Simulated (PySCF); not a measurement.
C₃H₅NOSi, SMILES C1C=C[Si@H](N=1)O. Heavy atoms are numbered as in [OH:1][Si@@H:2]1[CH:3]=[CH:4][CH:5]=[N:6]1. Hydrogens are named by the atom that carries them.

The structure is a stationary point at PBE0-D3(BJ)/def2-SVP. The structure was generated by enumeration; whether it is a known compound was not checked. One conformer was computed; it need not be the lowest.

Calculation: PBE/pcSseg-1 (PySCF).

GIAO shieldings, no solvent; atoms alike by connectivity are averaged. δ = σ(ref) − σ: ¹⁷O against H2O (σ = 334.3 ppm); ²⁹Si against TMS (σ = 335.4 ppm); ¹³C against TMS (σ = 182.0 ppm); ¹⁵N against NH3 (σ = 267.0 ppm); ¹H against TMS (σ = 31.49 ppm), references at their B3LYP-D3(BJ)/def2-TZVP geometries, non-relativistic.

```csv
atoms,nucleus,count,δ (ppm)
O1 (OH),¹⁷O,1,31.4
Si2 (SiH),²⁹Si,1,(withheld)
C5 (CH),¹³C,1,182.4
C4 (CH),¹³C,1,(withheld)
C3 (CH),¹³C,1,(withheld)
N6,¹⁵N,1,380.4
H on C5,¹H,1,(withheld)
H on C4,¹H,1,7.16
H on C3,¹H,1,6.98
H on Si2,¹H,1,(withheld)
H on O1,¹H,1,1.27
```

### Question
What belongs in the gaps? (Estimate from the structure and the level; the computed values follow.)

### Answer

- H on C5, δ (ppm): 8.94
- H on Si2, δ (ppm): 5.51
- C4 (CH), δ (ppm): 152.6
- C3 (CH), δ (ppm): 151.1
- Si2 (SiH), δ (ppm): 1.4
